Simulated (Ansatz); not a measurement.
Job for Ansatz (a program for electronic structure): R-PBE/def2-TZVPPD on CH4N2 (a complex), monomers drawn apart or pushed together. Files ending in .json are basis or fitting sets from the Basis Set Exchange.

Ansatz 0.2 input:
```yaml
crystal:
  periodic: [false, false, false]
  atoms:
    - {symbol: N, position_ang: [-0.31427800, 0.02623652, 0.01268526]}
    - {symbol: H, position_ang: [-1.18799914, 0.43655034, -0.29924487]}
    - {symbol: H, position_ang: [0.43631362, 0.58911489, -0.37307976]}
    - {symbol: H, position_ang: [-0.24708554, -0.89372789, -0.40943434]}
    - {symbol: C, position_ang: [-0.11463788, -0.15503031, 3.99094905]}
    - {symbol: N, position_ang: [-0.05857119, -0.20587999, 5.13613029]}
    - {symbol: H, position_ang: [-0.16809282, -0.10668642, 2.90698817]}
basis:
  gaussian:
    orbitals: def2-TZVPPD.json
hamiltonian:
  xc: {name: PBE}
scf: {lower_state_search: off}
```

Q: What total energy does the run end on?

A: -149.8669 hartree.
